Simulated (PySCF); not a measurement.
Cu(F)2, SMILES [Cu]([F])[F], doublet (CAM-B3LYP/def2-SVP optimised geometry):

```
3

Cu     0.000     0.000     0.000
F     -1.720     0.000     0.000
F      1.720     0.000     0.000
```

Level of theory: unrestricted CAM-B3LYP/def2-TZVP (PySCF).

What are the frontier orbital energies (α orbitals alone; a β orbital can be the lowest empty one) and the dipole moment?

HOMO-2 -12.78 eV, HOMO-1 -12.41 eV, HOMO -12.08 eV, LUMO -0.63 eV, LUMO+1 2.78 eV; dipole moment 0.00 D.

On the same geometry unrestricted PBE/def2-TZVP in PySCF gives HOMO-2 -8.93 eV, HOMO-1 -8.22 eV, HOMO -7.98 eV, LUMO -2.12 eV, LUMO+1 1.01 eV; dipole moment 0.00 D.

Meta-Löwdin charges at CAM-B3LYP/def2-TZVP: Cu1 1.28, F2 -0.64, F3 -0.64.
